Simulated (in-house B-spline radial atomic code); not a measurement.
Results of a calculation; reference values are marked as such.
**How size changes two electrons in a parabolic InAs dot with a donor at its centre**

For InAs the NSM archive of the Ioffe Institute lists m* = 0.023 m0 and ε = 15.15. Real donors also feel a central-cell potential, which shifts the ground state. In so narrow a gap the band flattens within tens of meV, so real spacings are smaller, by up to some tenths.

Effective-mass model with parabolic bands, a uniform dielectric constant, no image charges, no central-cell or spin-orbit terms. Two-electron levels come from full CI in B-splines with partial waves to l = 5 (up to 0.001 effective hartree above the limit).

Ha* = 2.727 meV, a* = 34.86 nm.

| ħω (meV) | s-p spacing (meV) | J_ss (meV) | charging energy, CI (meV) | gap to the lowest triplet, CI (meV) | leading natural occupation |
| --- | --- | --- | --- | --- | --- |
| 11.4 | 13.9 | 4.99 | 4.78 | 12.2 | 1.994 |
| 8.53 | 10.7 | 4.41 | 4.19 | 9.29 | 1.993 |
| 6.84 | 8.85 | 4.02 | 3.79 | 7.55 | 1.991 |
| 4.77 | 6.52 | 3.47 | 3.24 | 5.39 | 1.989 |
| 2.81 | 4.27 | 2.85 | 2.61 | 3.33 | 1.984 |
| 1.62 | 2.86 | 2.38 | 2.13 | 2.06 | 1.977 |
| 0.916 | 2 | 2.06 | 1.78 | 1.3 | 1.968 |
| 0.349 | 1.32 | 1.79 | 1.45 | 0.639 | 1.948 |

Q: With what end-to-end powers of ħω do the columns change between the first and last rows?

A: Spacing +0.68, J_ss +0.29, charging energy +0.34, triplet gap +0.85. In large dots the donor takes over: the spacing tends to 3/8 Ha* = 1.02 meV and the triplet gap to the binding of the second electron, 0.0278 Ha* = 0.0757 meV, which it nears slowly.

Q: Where does repulsion overtake the orbital spacing, and what happens to the ratio of triplet gap to spacing?

A: J_ss passes the spacing between ħω = 1.62 and 0.916 meV. The ratio goes from 0.88 to 0.49, while the leading occupation goes from 1.994 to 1.948.
